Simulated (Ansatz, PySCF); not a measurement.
Process, species as SMILES: BBr (BH2Br) -> [BH2] (BH2) + Br atom (the B-Br bond at the site shown breaks; other sites are not compared here)
Geometries: B3LYP-D3(BJ)/def2-TZVP minima from Ansatz (a quantum-chemistry and plane-wave program). Frequencies are from Ansatz or PySCF.

Wanted: bond dissociation energy (enthalpy at 298 K, with B3LYP-D3(BJ) rigid-rotor harmonic-oscillator terms), in kcal/mol. Cores are frozen in the correlated levels unless marked. Open shells are spin-unrestricted. No spin-orbit coupling. The frozen core is the preceding noble-gas configuration, with the filled d and f shells of earlier blocks. Non-relativistic. Basis-set limits of correlation are two-point, X^-3; Hartree-Fock from the larger set (for Q and 5 zeta extrapolated as (X+1)exp(-9√X)).

```tsv
level	program	bond dissociation energy (kcal/mol)
HF/aug-cc-pVDZ	Ansatz	78.8
```

Question: What does CCSD(T)/CBS(cc-pVQZ,cc-pV5Z) (Ansatz) give?

Answer: 110.2 kcal/mol
